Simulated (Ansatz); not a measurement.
(1) Predict a relaxed structure of Ga₂H⁻, charge -1, singlet, at r2SCAN-D4/def2-TZVPD (Ansatz).

Results:

(1) 
```
atom   x (Å)   y (Å)   z (Å)
 Ga1   0.148  -0.010  -0.271
 Ga2  -0.116   0.036   2.170
  H3  -0.032  -0.027  -1.900
```
 This is one stationary point.

The restricted singlet is unstable: a solution with broken spin symmetry lies lower. The highest occupied level of the charge -1 singlet lies above zero (up to 1.43 eV). Its loss leaves the charge 0 doublet, which lies 0.71 eV higher (vertical, at r2SCAN-D4/def2-TZVPD), but this difference is unsure: the doublet is doubtful (geometry relaxed on an unsound state). An occupied level of the charge -1 singlet lies above an empty one (by up to 0.05 eV), so this SCF solution is probably not the lowest. At r2SCAN-D4/def2-TZVPD a triplet of charge -1 lies 0.80 eV below the restricted singlet, each at its own geometry. The structure comes from a short search, and lower isomers may exist.
